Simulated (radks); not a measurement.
Species: Cd21+. Configuration: [Ar] 3d9 (the NIST ground configuration).

Calculated with a radial shooting solver on a logarithmic mesh with Libxc functionals: scalar-relativistic Kohn-Sham, PBE, spin-unpolarised, spherical densities, finite nucleus; Fermi nuclear charge, rms radius 4.6087 fm.

Energy parts (hartree):
part                        energy
total                  -5390.82393
kinetic                 5616.84621
electron-nucleus      -12354.77463
Hartree                 1479.86247
exchange-correlation    -132.75798

Orbitals (lengths in bohr, moments of r in powers of bohr; <r^-3> diverges for s and p1/2; r(90%) holds 90 % of the orbital's charge):
orbital  occ.  eigenvalue (hartree)  r(90%)      <r^4>  <r^-3>  <1/r>
1s          2             -999.0268  0.0546  4.063e-06       -  50.64
2s          2             -168.4542   0.203  0.0007098       -  11.55
2p          6             -153.6917   0.186  0.0005080    4084  11.13
3s          2             -49.04901   0.513    0.02951       -  4.166
3p          6             -44.18780   0.519    0.03038   783.2  3.984
3d          9             -36.75751   0.500    0.02575   109.7  3.777

The highest occupied level is 3d at -1000.2 eV. Summed over all electrons, <r^2> = 2.337 bohr^2, which gives a Langevin (diamagnetic) susceptibility term of -1.85 x 10^-6 cm^3/mol. The density falls to 0.001 e/bohr^3 at r = 1.10 bohr. For comparison, the ionisation energy in NIST's Atomic Spectra Database is 1026 eV (theoretical). In exact Kohn-Sham theory the highest level is minus the ionisation energy, but local and semilocal functionals leave it too shallow, through self-interaction and a potential that decays too fast; potentials with the right tail come closer. The electron density at the nucleus is 1.633e+05 e/bohr^3 (large components only).

Beside tabulated values, note that spin-unpolarised runs miss the spin-polarisation part of the exchange energy of open shells.
